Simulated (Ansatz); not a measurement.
A nudged elastic band was laid between two geometries of Cl2GaH + FH (6 atoms, charge 0, multiplicity 1).

Computed with RKS PBE/def2-SVP in Ansatz.

* movable images: 7
* climbing image: yes
* spring: 5.0 eV/Å²
* optimiser: quadratic models (default)
* start path: through a guess of the saddle point
* force threshold: 0.03 eV/Å
* iteration limit: 60
* end points: relaxed

First end point:

```xyz
6
Properties=species:S:1:pos:R:3
Ga 0.009 0.165 0.076
H 0.009 0.705 1.550
Cl 1.837 0.100 -1.082
Cl -1.833 0.033 -1.056
F 0.054 -1.982 0.827
H 0.053 -1.932 1.767
```

Last end point:

```xyz
6
Properties=species:S:1:pos:R:3
Ga 0.021 -0.664 -0.382
H 0.016 0.176 1.956
Cl 1.873 0.268 -0.901
Cl -1.871 0.200 -0.874
F 0.055 -2.297 0.274
H 0.034 -0.595 2.010
```

(1) What changes between the two ends?

(2) Give the energies along the band, and the barrier.

(3) What is the geometry of the highest image?

(4) What are the harmonic wavenumbers there?

Results:

(1) Bonds broken: Ga1–H2, F5–H6. Bonds formed: Ga1–F5, H2–H6. Cl2GaH + FH becomes Cl2FGa + H2.

(2) It converged. The highest image is number 4 of 0 to 8, 11.2 kcal/mol above the first end and 17.7 kcal/mol above the last; the last end lies 6.5 kcal/mol below the first. A vibrational analysis at the climbing image gives one clearly imaginary mode, 866i cm⁻¹: a first-order saddle point. The orbitals stay closed-shell, which can raise the energy where a bond breaks towards radicals; this wasn't checked here.

```
image  path coordinate (Å)  energy (kcal/mol)  Ga1–H2 (Å)  F5–H6 (Å)  Ga1–F5 (Å)
    0                 0.00                0.0        1.57       0.94        2.28
    1                 0.33                0.4        1.58       0.94        2.27
    2                 0.66                1.7        1.59       0.95        2.26
    3                 0.99                5.4        1.64       1.00        2.14
    4                 1.33               11.2        1.77       1.22        1.97
    5                 1.60                5.5        1.92       1.51        1.86
    6                 1.88               -2.1        2.12       1.80        1.79
    7                 2.16               -5.7        2.32       2.10        1.77
    8                 2.44               -6.5        2.48       2.43        1.76
```

(3) 
```xyz
6
Properties=species:S:1:pos:R:3
Ga 0.015 -0.256 -0.075
H 0.023 0.016 1.677
Cl 1.890 0.196 -1.007
Cl -1.884 0.136 -0.983
F 0.046 -1.988 0.863
H 0.038 -1.016 1.606
```

(4) 866i, 118, 131, 170, 388, 389, 459, 618, 1022, 1134, 1740, 1800 cm⁻¹.

The run took 87 s on 2 threads of Arm Neoverse V1, with other jobs on the host, peak memory 0.14 GiB.
